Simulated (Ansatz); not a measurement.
Cost and result up the ladder for the cluster Cs₃H₄ (the lowest doublet isomer of a short search) (7 atoms). Total charge 0; doublet. Geometry: r2SCAN-D4/def2-TZVP.

Cartesian coordinates in Å:
```
Cs -1.347 -0.170 -2.416
Cs -1.124 -2.372 1.415
Cs -0.610 1.680 1.165
H 2.853 1.230 0.064
H 0.441 -0.722 -0.286
H 2.359 0.676 -0.059
H -2.573 -0.322 0.117
```

Ansatz on 4 threads of AMD EPYC 7B13 on a shared host. Times are rough, and most runs start from the orbitals of an earlier one. ωB97X-V/def2-TZVP serves as the yardstick here, not as an exact answer. Differences are given only for rows in sets of like size (and for xTB, whose basis is part of the method), since another set adds its own error. Binding counts from free atoms at the same level (Cs doublet, H doublet; other spins of the atoms weren't run), without zero-point energy or a counterpoise term.

In the def2 sets Cs takes a core potential; there is no spin–orbit coupling. LC-ωPBE has ω = 0.4 bohr⁻¹. HSE06 is defined as in plane-wave codes, on full-range PBE exchange. Correlated methods freeze no core orbitals; core or outer-core shells of Cs are correlated, in sets that lack core-valence functions. In the doublet, H4 and H6 lie 0.75 Å apart (atoms count from 1), so H2 has formed as a molecule. The structure comes from a short search, and lower isomers may exist.

Correlated methods converge slowly with the basis.

```tsv
level	functions	binding energy per atom (eV)	difference from ωB97X-V/def2-TZVP (eV)
r2SCAN-D4/def2-TZVPD	132	1.46	0.00
PBE-D4/def2-TZVP	111	1.44	-0.03
r2SCAN-D4/def2-TZVP (with forces)	111	1.45	-0.01
revPBE-D4/def2-TZVP	111	1.46	0.00
CCSD(T)/def2-TZVPP	164	1.39	-0.07
CCSD(T)/def2-TZVPD	132	1.36	-0.10
PBE0-D4/def2-TZVP	111	1.42	-0.05
LC-ωPBE/def2-TZVP	111	1.41	-0.06
PBE0-D4/def2-TZVPD	132	1.43	-0.04
PBE0-D4/def2-SVP	92	1.37	–
ωB97X-V/def2-TZVP	111	1.46	0.00
PBE-D4/def2-TZVPD	132	1.44	-0.02
HSE06-D4/def2-TZVP	111	1.42	-0.05
PBE-D4/def2-SVP	92	1.38	–
```

(1) Estimate how long each takes.

## Answers

(1) PBE-D4/def2-SVP 2.1 s; revPBE-D4/def2-TZVP 2.5 s; PBE-D4/def2-TZVP 2.6 s; PBE0-D4/def2-SVP 2.8 s; PBE-D4/def2-TZVPD 3.1 s; HSE06-D4/def2-TZVP 3.3 s; PBE0-D4/def2-TZVPD 3.7 s; r2SCAN-D4/def2-TZVP (with forces) 6.5 s; PBE0-D4/def2-TZVP 8 s; LC-ωPBE/def2-TZVP 10 s; r2SCAN-D4/def2-TZVPD 14 s; ωB97X-V/def2-TZVP 27 s; CCSD(T)/def2-TZVPD 75 s; CCSD(T)/def2-TZVPP 4.4 min. On shared hardware such times vary by a factor of up to 3.
